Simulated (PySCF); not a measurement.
## BeS at PBE0

Level: PBE0. PySCF, spin-free X2C with a Gaussian nucleus, basis sets Be x2c-TZVPPall, S x2c-TZVPPall.

```json
{"state": "³Π (triplet), unpaired electrons σ ↑, π ↑, a second solution, started from another occupation", "bond length": "1.921 Å", "harmonic wavenumber": "742 cm⁻¹", "force constant": "2.28 mdyn/Å", "rotational constant Be": "0.6495 cm⁻¹", "anharmonicity ωexe": "4.60 cm⁻¹", "vibration–rotation constant αe": "0.00610 cm⁻¹", "energy of the minimum from ground-state Be + S": "-2.80 eV", "bond order (Mayer)": "1.36", "dipole moment (positive dipole means Be(−)S(+))": "-0.53 D"}
```
